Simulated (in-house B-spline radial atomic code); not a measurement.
## Ionising neutral sulfur with different functionals

Computed with a B-spline radial code for spherical atoms: non-relativistic Hamiltonian, point nucleus, spin-polarised at highest spin, spherical fractional occupations for the functionals, the average over the highest-spin determinants for Hartree-Fock. The ionisation energy is the difference of two self-consistent energies, [Ne] 3s2 3p4 → [Ne] 3s2 3p3, without Breit or QED terms; ε is the level of the shell that loses the electron (its least bound occupied spin orbital).

Hybrids are left out here: with spherical fractional occupations of an open shell their exact exchange keeps a self-interaction that integer-occupation calculations don't have.

```
           method          rung  ΔSCF (eV)  -ε(3p) (eV)
     Hartree-Fock  Hartree-Fock       9.04         9.91
         LDA VWN5           LDA      10.54         6.21
         LDA PW92           LDA      10.55         6.22
LDA exchange-only           LDA       8.82         4.74
              PBE           GGA      10.25         5.99
           PBEsol           GGA      10.23         5.98
             BLYP           GGA      10.30         5.95
             RPBE           GGA      10.19         5.95
             PW91           GGA      10.31         6.05
             BP86           GGA          ?            ?
             AM05           GGA      10.25         5.97
             OLYP           GGA      10.10         5.82
             TPSS      meta-GGA          ?            ?
             SCAN      meta-GGA       9.95         5.89
           r2SCAN      meta-GGA       9.95         5.89
            M06-L      meta-GGA       9.90         5.75
          revTPSS      meta-GGA      10.13         5.93
```

**Question.** What does BP86 give?

**Answer.** ΔSCF 10.44 eV, and -ε(3p) = 6.14 eV.

**Question.** What does TPSS give?

**Answer.** ΔSCF 10.15 eV, and -ε(3p) = 5.94 eV.

**Question.** How do they compare with the NIST value?

**Answer.** NIST lists 10.360 eV (measured, ground level to ground level). Errors run from -1.54 to +0.19 eV; PW91 is closest (-0.05 eV), but part of that can be cancellation, since the calculations leave out relativity, Breit-QED terms, multiplet and fine-structure energies. Hartree-Fock also lacks correlation.
